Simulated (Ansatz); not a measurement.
`c1sc(-c2scc3c2OCCO3)c2c1OCCO2` with charge -1. The state is a doublet with charge -1. Geometry PBE-D4/def2-SVP, that of the neutral singlet; atoms count from 1.

```xyz
28

C    -2.9385    1.2295   -2.1337
S    -2.6786    2.0093   -0.6077
C    -1.1397    1.2014   -0.3575
C    -0.3513    1.4355    0.8291
S    -0.1800    3.0440    1.5121
C     0.8372    2.4836    2.7990
C     1.0574    1.1230    2.7012
C     0.3762    0.5223    1.5866
O     0.4160   -0.8190    1.3409
C     1.5108   -1.4492    2.0071
C     1.5887   -1.0089    3.4631
O     1.8254    0.3972    3.5677
C    -0.8723    0.3552   -1.4295
C    -1.9011    0.3676   -2.4339
O    -1.8284   -0.3939   -3.5663
C    -0.5111   -0.8961   -3.8041
C     0.1169   -1.4276   -2.5223
O     0.2662   -0.3857   -1.5569
H    -3.8259    1.4398   -2.7397
H     1.2188    3.1670    3.5646
H     2.4645   -1.2036    1.4842
H     1.3389   -2.5413    1.9377
H     2.4297   -1.5106    3.9810
H     0.6400   -1.2747    3.9854
H     0.1322   -0.0904   -4.2295
H    -0.6111   -1.7026   -4.5570
H     1.1317   -1.8256   -2.7197
H    -0.5126   -2.2462   -2.1019
```

Single mean-field runs in def2-TZVP are fitted with def2-universal-jkfit. The highest occupied level of the charge -1 doublet lies above zero (up to 1.80 eV). By energy differences it is unbound by 0.39 eV (vertical, against the charge 0 singlet, at PBE0-D4/def2-TZVP) and held by the finite basis.

(1) Estimate the Mulliken populations from the PBE0/def2-TZVP orbitals of Ansatz.

(2) Where does the spin sit?

(3) And the Mayer bond orders between heavy atoms (over 0.3)?

Answers

(1) 
```
atom  charge (e)  spin (α − β)
  C1       -0.35          0.26
  S2       -0.08          0.09
  C3       -0.07          0.08
  C4       -0.07          0.08
  S5       -0.08          0.09
  C6       -0.35          0.26
  C7        0.08         -0.06
  C8        0.08          0.14
  O9       -0.25          0.01
 C10       -0.03          0.00
 C11        0.00          0.00
 O12       -0.27          0.00
 C13        0.08          0.14
 C14        0.08         -0.06
 O15       -0.27          0.00
 C16        0.00          0.00
 C17       -0.03          0.00
 O18       -0.25          0.01
 H19        0.09         -0.02
 H20        0.09         -0.02
 H21        0.06          0.00
 H22        0.09          0.00
 H23        0.09          0.00
 H24        0.06          0.00
 H25        0.06          0.00
 H26        0.09          0.00
 H27        0.09          0.00
 H28        0.06          0.00
```
Mulliken values depend strongly on the basis.

(2) Summed by element: C 0.84, S 0.18, O 0.01, H -0.03, of 1 unpaired in all. Largest on single atoms: C6 0.26, C1 0.26, C8 0.14.

(3) C1–S2 1.16 (1.73 Å); C1–C14 1.55 (1.38 Å); S2–C3 1.19 (1.76 Å); C3–C4 0.99 (1.44 Å); C3–C13 1.36 (1.39 Å); C4–S5 1.19 (1.76 Å); C4–C8 1.36 (1.39 Å); S5–C6 1.16 (1.73 Å); C6–C7 1.55 (1.38 Å); C7–C8 1.28 (1.44 Å); C7–O12 1.07 (1.37 Å); C8–O9 1.05 (1.36 Å); O9–C10 1.03 (1.43 Å); C10–C11 1.03 (1.52 Å); C11–O12 1.00 (1.43 Å); C13–C14 1.28 (1.44 Å); C13–O18 1.05 (1.36 Å); C14–O15 1.07 (1.37 Å); O15–C16 1.00 (1.43 Å); C16–C17 1.03 (1.52 Å); C17–O18 1.03 (1.43 Å).
